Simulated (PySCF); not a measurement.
# Magnetisability: `[NH2][V]([NH2])([NH2])([NH2])[NH2]`, H10N5V

Geometry (Å), atoms numbered from 1 in this order:
```xyz
16

V    -0.053   -0.102    0.004
N     0.069    0.283    1.761
H     0.255   -0.467    2.422
H     0.279    1.167    2.219
N     0.124    0.098   -1.778
H    -0.616   -0.231   -2.395
H     0.700    0.755   -2.299
N     1.773   -0.226    0.016
H     2.332   -0.321   -0.828
H     2.382    0.058    0.779
N    -1.200    1.322   -0.065
H    -1.344    1.929   -0.867
H    -1.564    1.785    0.764
N    -0.869   -1.672    0.075
H    -1.850   -1.815    0.294
H    -0.418   -2.564   -0.101
```

Method: GIAO wB97X/def2-SVP (def2-TZVP on V) magnetisability, rotational g tensor and spin-rotation constants, non-relativistic, gas phase (PySCF). Geometry: GFN2-xTB.

(1) What are the magnetisability and the molar susceptibility?

(2) Split it along the inertial axes a, b, c into diamagnetic and paramagnetic parts about the centre of mass, with the quadrupole moment.

(3) And the rotational g tensor?

Answers

(1) Isotropic -498 × 10⁻³⁰ J/T², or -30.0 × 10⁻⁶ cm³/mol; principal values -541, -537, -415 × 10⁻³⁰ J/T², anisotropy 124 × 10⁻³⁰ J/T² (root of half the summed squared differences of the principal values). The susceptibility is in cgs units.

(2) 
| axis | χ (10⁻⁶ cm³/mol) | diamagnetic (10⁻⁶ cm³/mol) | paramagnetic (10⁻⁶ cm³/mol) | summed x² of all electrons (Å²) | quadrupole Θ (D Å) |
| --- | --- | --- | --- | --- | --- |
| a | -26.7 | -542.3 | 515.7 | 77.2 | +2.23 |
| b | -30.7 | -575.4 | 544.7 | 69.4 | -4.37 |
| c | -32.6 | -621.9 | 589.3 | 58.4 | +2.14 |

Anisotropies 2χaa − χbb − χcc = +9.9 and 2χbb − χaa − χcc = -2.2 × 10⁻⁶ cm³/mol. Θ is traceless in Buckingham's convention.

(3) 
| axis | rotational constant (GHz) | g | nuclear part | electronic part |
| --- | --- | --- | --- | --- |
| a | 2.8081 | -0.0678 | 0.6124 | -0.6803 |
| b | 2.6133 | -0.0534 | 0.6153 | -0.6687 |
| c | 2.3853 | -0.0510 | 0.6094 | -0.6604 |

Asymmetric top; isotopes 1H, 14N, 51V; no vibrational averaging.
